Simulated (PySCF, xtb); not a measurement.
Cd(F)(GeH3) (CdFGeH3), SMILES [Cd]([F])[GeH3].

Harmonic wavenumbers (cm⁻¹) from GFN2-xTB run with xtb at its own minimum, in rising order: 48, 70, 222, 310, 355, 371, 804, 877, 882, 1863, 1940, 1974.

Problem. What does B3LYP-D3(BJ)/def2-SVP run with PySCF 2.14.0 give at its own minimum? (Estimate from the structure and the level; the computed values follow.)

Solution. 93, 93, 214, 436, 436, 597, 787, 888, 888, 2115, 2126, 2126. Paired by order, the mean absolute difference is 94 cm⁻¹ and the zero-point energies are 13.9 and 15.4 kcal/mol.
